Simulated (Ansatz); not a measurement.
A made-up structure of B2H2O2, singlet:

```xyz
6
angstrom
O -0.3265 2.5413 0.8880
B 0.1812 -1.2082 -0.1673
B 0.2383 0.4791 -0.3088
O -0.4639 1.2853 0.5059
H 0.9092 1.0089 -1.1430
H -0.9971 0.8394 1.1700
```

It is relaxed with PBE-D4/def2-SVP and then PBE0-D4/def2-TZVP (Ansatz 0.2.0). Atoms count as bonded within 1.22 times the sum of their covalent radii (H–H: 0.88 Å). The end point is not checked to be a true minimum.

(1) Does its bonding change? (Judge from chemistry; the calculation decides.)

Results:

(1) The calculation gives: Yes. Formed: B2–O4, B2–H6; broken: O4–H6.

Where it ends: The first stage lowers the energy by 4.34 eV in 21 steps. It ends as B₂H₂O₂ ([O][O]1[BH][BH]1):
O1  (-0.498, 2.587, 0.872)
B2  (-0.413, -0.029, 0.501)
B3  (0.508, 0.640, -0.607)
O4  (-0.203, 1.351, 0.371)
H5  (1.213, 1.027, -1.468)
H6  (-1.067, -0.631, 1.275)
(Å)

Labels in which every atom is bracketed show which atoms are joined, not bond orders.

For scale, one of the runs: PBE0-D4/def2-TZVP relaxation, 136 basis functions, launched by `ansatz run in.yaml --threads 2 --pin off --events-out ev --progress --plain --max-ram 4352MiB`. Hardware: 2 CPU threads of an Arm Neoverse V2, shared host. Wall time about 12 s.
